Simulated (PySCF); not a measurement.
Species: C4H6N2O2SSi.
Bonds: C1–O2, O2–C3, C3–O4 (double), C3–C5, C5–N6 (aromatic), N6–N7 (aromatic), N7–S8 (aromatic), S8–C9 (aromatic), C9–Si10, C5–C9 (aromatic). Hydrogens: H11, H12, H13 on C1; H14, H15, H16 on Si10.

The same species was optimised twice, with GFN2-xTB and with PBE0-D3(BJ)/def2-SVP (PySCF), and the same property calculations (PySCF, gas phase) were run on both structures.

```json
{"coordinate": "N7–S8 (Å)", "GFN2-xTB": "1.680", "PBE0-D3(BJ)/def2-SVP": "1.726", "change": "+0.046"}
{"coordinate": "C3–C5 (Å)", "GFN2-xTB": "1.459", "PBE0-D3(BJ)/def2-SVP": "1.477", "change": "+0.018"}
{"coordinate": "C5–N6 (Å)", "GFN2-xTB": "1.346", "PBE0-D3(BJ)/def2-SVP": "1.363", "change": "+0.017"}
{"coordinate": "N6–N7 (Å)", "GFN2-xTB": "1.248", "PBE0-D3(BJ)/def2-SVP": "1.260", "change": "+0.012"}
{"coordinate": "C3=O4 (Å)", "GFN2-xTB": "1.218", "PBE0-D3(BJ)/def2-SVP": "1.211", "change": "-0.007"}
{"coordinate": "S8–C9 (Å)", "GFN2-xTB": "1.697", "PBE0-D3(BJ)/def2-SVP": "1.690", "change": "-0.007"}
{"coordinate": "C9–Si10 (Å)", "GFN2-xTB": "1.886", "PBE0-D3(BJ)/def2-SVP": "1.890", "change": "+0.004"}
{"coordinate": "C1–O2 (Å)", "GFN2-xTB": "1.421", "PBE0-D3(BJ)/def2-SVP": "1.419", "change": "-0.002"}
{"coordinate": "O2–C3 (Å)", "GFN2-xTB": "1.322", "PBE0-D3(BJ)/def2-SVP": "1.321", "change": "-0.001"}
{"coordinate": "C5–C9 (Å)", "GFN2-xTB": "1.387", "PBE0-D3(BJ)/def2-SVP": "1.387", "change": "0.000"}
{"coordinate": "C5–C9–Si10 (°)", "GFN2-xTB": "123.4", "PBE0-D3(BJ)/def2-SVP": "127.6", "change": "+4.2"}
{"coordinate": "S8–C9–Si10 (°)", "GFN2-xTB": "129.9", "PBE0-D3(BJ)/def2-SVP": "125.9", "change": "-4.0"}
{"coordinate": "C3–C5–N6 (°)", "GFN2-xTB": "126.8", "PBE0-D3(BJ)/def2-SVP": "123.7", "change": "-3.1"}
{"coordinate": "N6–N7–S8 (°)", "GFN2-xTB": "113.0", "PBE0-D3(BJ)/def2-SVP": "110.7", "change": "-2.3"}
{"coordinate": "C3–C5–C9 (°)", "GFN2-xTB": "119.1", "PBE0-D3(BJ)/def2-SVP": "121.5", "change": "+2.4"}
{"coordinate": "O2–C3–C5 (°)", "GFN2-xTB": "115.1", "PBE0-D3(BJ)/def2-SVP": "113.9", "change": "-1.2"}
{"coordinate": "N7–S8–C9 (°)", "GFN2-xTB": "92.0", "PBE0-D3(BJ)/def2-SVP": "93.0", "change": "+1.0"}
{"coordinate": "O4–C3–C5 (°)", "GFN2-xTB": "120.6", "PBE0-D3(BJ)/def2-SVP": "121.6", "change": "+1.0"}
{"coordinate": "C1–O2–C3–O4 (°)", "GFN2-xTB": "0", "PBE0-D3(BJ)/def2-SVP": "0", "change": "0"}
{"coordinate": "O2–C3–C5–N6 (°)", "GFN2-xTB": "0", "PBE0-D3(BJ)/def2-SVP": "0", "change": "0"}
```

Rotational constants: A = 1557, B = 798.6, C = 533.1 MHz (GFN2-xTB) against A = 1515, B = 783.1, C = 521.3 MHz (PBE0-D3(BJ)/def2-SVP). Point groups within 0.08 Å: Cs and Cs.

On the GFN2-xTB structure: HOMO (eV) -7.78 [PBE0/pcSseg-1]; LUMO (eV) -2.18 [PBE0/pcSseg-1]; dipole (D) 2.26 [PBE0/pcSseg-1]; GIAO shielding of C1 (ppm) 131.8 [PBE0/pcSseg-1]; GIAO shielding of O2 (ppm) 147.5 [PBE0/pcSseg-1]; GIAO shielding of C3 (ppm) 14.2 [PBE0/pcSseg-1]; GIAO shielding of O4 (ppm) -88.4 [PBE0/pcSseg-1]; GIAO shielding of C5 (ppm) 26.7 [PBE0/pcSseg-1]; GIAO shielding of N6 (ppm) -202.6 [PBE0/pcSseg-1]; GIAO shielding of N7 (ppm) -211.5 [PBE0/pcSseg-1]; GIAO shielding of S8 (ppm) -82.9 [PBE0/pcSseg-1].

Task: What do these properties become on the PBE0-D3(BJ)/def2-SVP structure?

Result: 
| property | level | on GFN2-xTB | on PBE0-D3(BJ)/def2-SVP | change |
| --- | --- | --- | --- | --- |
| HOMO (eV) | PBE0/pcSseg-1 | -7.78 | -7.93 | -0.15 |
| LUMO (eV) | PBE0/pcSseg-1 | -2.18 | -2.28 | -0.10 |
| dipole (D) | PBE0/pcSseg-1 | 2.26 | 2.01 | -0.25 |
| energy, GFN2-xTB geometry as zero (kcal/mol) | PBE0/pcSseg-1 | 0.0 | -3.0 | -3.0 |
| GIAO shielding of C1 (ppm) | PBE0/pcSseg-1 | 131.8 | 131.2 | -0.6 |
| GIAO shielding of O2 (ppm) | PBE0/pcSseg-1 | 147.5 | 145.5 | -2.0 |
| GIAO shielding of C3 (ppm) | PBE0/pcSseg-1 | 14.2 | 16.4 | +2.2 |
| GIAO shielding of O4 (ppm) | PBE0/pcSseg-1 | -88.4 | -83.4 | +5.0 |
| GIAO shielding of C5 (ppm) | PBE0/pcSseg-1 | 26.7 | 25.8 | -0.9 |
| GIAO shielding of N6 (ppm) | PBE0/pcSseg-1 | -202.6 | -217.0 | -14.4 |
| GIAO shielding of N7 (ppm) | PBE0/pcSseg-1 | -211.5 | -230.7 | -19.2 |
| GIAO shielding of S8 (ppm) | PBE0/pcSseg-1 | -82.9 | -138.3 | -55.4 |

The heavy atoms differ by 0.075 Å rms after alignment. Among bonds between heavy atoms N7–S8 changes most (+0.046 Å). Changes are differences of the printed values. Neither structure is proved a minimum here.

Shape of the structure used: `[CH3:1][O:2][C:3](=[O:4])[c:5]1[n:6][n:7][s:8][c:9]1[SiH3:10]`: C1–O2–C3–O4 0°, O2–C3–C5–N6 0°.
